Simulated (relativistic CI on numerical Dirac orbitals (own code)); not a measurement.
# Hyperfine structure of Cr XIV, mass number 53

Method of calculation: Dirac-Coulomb-Breit CI, KLI orbitals optimised for each configuration, model QED, unscaled Slater integrals (own radial code, finite nucleus).

Configuration list (outside the closed core [Ne]): 3s, 3p, 3d, 4s, 4p, 4d, 4f, 5s, 5p, 5d, 5f, 5g, 6s, 6p, 6d. Levels of other configurations are missing.

Nuclear spin I = 3/2, μ = -0.47431 μN, Q = -0.15 b (tables of Stone and Pyykkö). The electronic factors are computed for point nuclear moments, without core polarisation or the Bohr-Weisskopf and QED corrections.

```csv
Level,E (cm⁻¹),A (MHz),B (MHz)
3s ²S1/2,0,-21620,
3p ²P°1/2,243219,-6166,
3p ²P°3/2,256958,-1175,-1040
3d ²D3/2,588819,-473,-139
3d ²D5/2,590420,-201.6,-197
4s ²S1/2,1475389,-8417,
4p ²P°1/2,1570984,-2477,
4p ²P°3/2,1576283,-472.9,-418
```

Levels with J = 0, under 50 % of one LS term, or S terms without an open s electron are left out. Small factors come from cancelling terms and can be off by tens of per cent or more.

At this charge energies of transitions that change n are usually good to better than 1 %, and those within a shell (Δn = 0) to a few per cent.

(1) Give the hyperfine levels of 3s ²S1/2 relative to its centre of gravity.

Answers

(1) With K = F(F + 1) − I(I + 1) − J(J + 1), E = AK/2: F = 1: 27020, F = 2: -16210 MHz.
